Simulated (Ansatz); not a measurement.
Two spin states of NiH, each at its own minimum; 2S+1 = 2, 4 were tried, and the measured ground state has 2. No spin–orbit coupling. Ni is treated without relativity.

Each state is the lowest solution found for its spin in def2 and cc sets.

Correlated levels freeze the inner cores; with def2 sets outer-core shells near the valence are correlated too.

Programs: Ansatz (Gaussian orbitals). Values without a source in brackets are computed.

### Question
One of these levels gives 42.43 kcal/mol for the energy of the multiplicity-4 state above the multiplicity-2 state. Name it.
A. PBE/def2-TZVPP
B. CCSD/def2-TZVPP
C. PBE0/def2-TZVPP
D. wB97X-V/def2-TZVPP

### Answer
A, PBE/def2-TZVPP. The others give 32.63 (PBE0/def2-TZVPP), 37.69 (wB97X-V/def2-TZVPP), 23.86 (CCSD/def2-TZVPP)

Ansatz is a first-principles code.
